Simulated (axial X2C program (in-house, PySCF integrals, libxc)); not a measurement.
## Outer orbitals of RhSi⁺ at 2.019 Å, PBE0

Calculated with an axial X2C code built on PySCF integrals. Spin-free means the one-electron spin-free X2C Hamiltonian; two-component (2c) means X2C with spin–orbit coupling and atomic mean-field two-electron Coulomb and Gaunt terms, so the difference of the two also holds small scalar two-electron terms. Basis: Rh dyall-cv3z [12s12p8d5f3g], Si dyall-v3z [8s7p2d1f] (cores contracted in-house); Gaussian nuclei, density fitting, unrestricted open shells. Masses: Rh 102.906 u, Si 27.977 u.

The distance is close to the 2c PBE0 minimum; the highest filled and lowest empty levels are listed.

Spin-free orbitals, state M_S = 0, Λ = 0 (closed shell) (Löwdin shares):

```tsv
symmetry	occupied	ε (eV)	atomic character
σα	yes	-18.96	57% Si s, 20% Rh d, 11% Rh p
π-α	yes	-13.75	78% Rh d, 17% Si p, 2% Si d
π+α	yes	-13.75	78% Rh d, 17% Si p, 2% Si d
σα	yes	-13.59	58% Rh d, 26% Si p, 11% Si s
δ-α	yes	-12.43	99% Rh d
δ+α	yes	-12.43	99% Rh d
σα	no	-9.04	46% Si p, 34% Rh s, 18% Rh d
π-α	no	-8.13	58% Si p, 20% Rh d, 14% Rh p
π+α	no	-8.13	58% Si p, 20% Rh d, 14% Rh p
σα	no	-5.87	45% Rh p, 32% Rh s, 13% Si p
```

One partner of each degenerate Kramers or spin pair is listed.

Spinors with spin–orbit coupling (state Ω = 0):

```
  ω  occupied  ε (eV)              atomic character     λ mixture
1/2       yes  -18.96  57% Si s, 20% Rh d, 11% Rh p        100% σ
1/2       yes  -13.90   76% Rh d, 17% Si p, 2% Si s  80% π, 20% σ
3/2       yes  -13.71   78% Rh d, 17% Si p, 2% Si d   98% π, 2% δ
1/2       yes  -13.53   61% Rh d, 25% Si p, 9% Si s  80% σ, 20% π
3/2       yes  -12.58                      98% Rh d   98% δ, 2% π
5/2       yes  -12.29                      99% Rh d        100% δ
1/2        no   -9.04  46% Si p, 34% Rh s, 18% Rh d        100% σ
1/2        no   -8.16  59% Si p, 20% Rh d, 14% Rh p        100% π
3/2        no   -8.09  58% Si p, 21% Rh d, 14% Rh p        100% π
1/2        no   -5.87  45% Rh p, 32% Rh s, 13% Si p        100% σ
```

One partner of each degenerate Kramers or spin pair is listed.

Problem. How does the gap between the highest filled and lowest empty level change from the spin-free to the 2c table?

Solution. From 3.39 to 3.25 eV at PBE0, a change of -0.14 eV.

Mulliken charges and populations of the two-component result (they depend on the basis, above all on diffuse functions):

Rh 0.40 e (s 8.05 p 18.06 d 18.47 f 0.01), Si 0.60 e (s 5.86 p 7.38 d 0.14 f 0.03).

The state is one determinant whose occupation by symmetry is held fixed; it was picked as the lowest of a PBE0 search that is not exhaustive.
